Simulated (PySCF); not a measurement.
Structure with atom numbers: `[CH2:1]=[C:2]([C:3]#[C:4][SiH2:5][CH3:6])[CH2:7][OH:8]` (H(Xn): hydrogen on atom n). Ha(C1) is cis to C3; Hb(C1) is trans to C3.

Theoretical values (PySCF 2.14.0 with density-fitted response routines): coordinates at the GFN2-xTB level, shielding tensors at PBE0/pcSseg-1 (GIAO). Rapidly exchanging positions averaged, single conformer, non-relativistic, no solvent model.

Scale: $^{13}$C and $^{1}$H and $^{29}$Si vs TMS; H2O for $^{17}$O (reference shieldings calculated alike).

```tsv
atoms	nucleus	count	Hirshfeld charge	δ (ppm)
C1	$^{13}$C	1	-0.08	?
H(C6)	$^{1}$H	3	0.05	0.37
H(O8)	$^{1}$H	1	0.15	?
H(C7)	$^{1}$H	2	0.04	4.34
Hb(C1)	$^{1}$H	1	0.05	5.82
C4	$^{13}$C	1	-0.16	101.4
C2	$^{13}$C	1	0.01	140.1
C3	$^{13}$C	1	-0.03	113.0
O8	$^{17}$O	1	-0.23	34.6
C6	$^{13}$C	1	-0.21	-4.7
Ha(C1)	$^{1}$H	1	0.05	5.87
C7	$^{13}$C	1	0.01	?
H(Si5)	$^{1}$H	2	-0.07	4.56
Si5	$^{29}$Si	1	0.37	?
```

Q: Complete the table.

A: 
- C1: 131.3 ppm, terminal =CH2 carbon; the olefinic region
- C7: 71.1 ppm, allylic sp3 CH2 bonded to O; pulled downfield by the heteroatom
- H(O8): 1.22 ppm, hydrogen on an alcohol oxygen; labile proton, position sensitive to the medium
- Si5: -69.5 ppm, silicon bonded to 2 C, 2 H

The OH or NH signal is concentration- and solvent-dependent in practice; the value given is the gas-phase one. Shifts are as computed. Against solution values, carbons near 30 ppm lie about +3 ppm off and those near 130 ppm about +5 ppm. Of 1211 compounds with measured shifts, 218 miss one by over three times the rms of a fit or turn the order of signals round; such compounds aren't used in these exercises. Experimental scales use liquid or dissolved standards, which lie at an offset from isolated H2O (liquid H2O: subtract about 36 ppm).
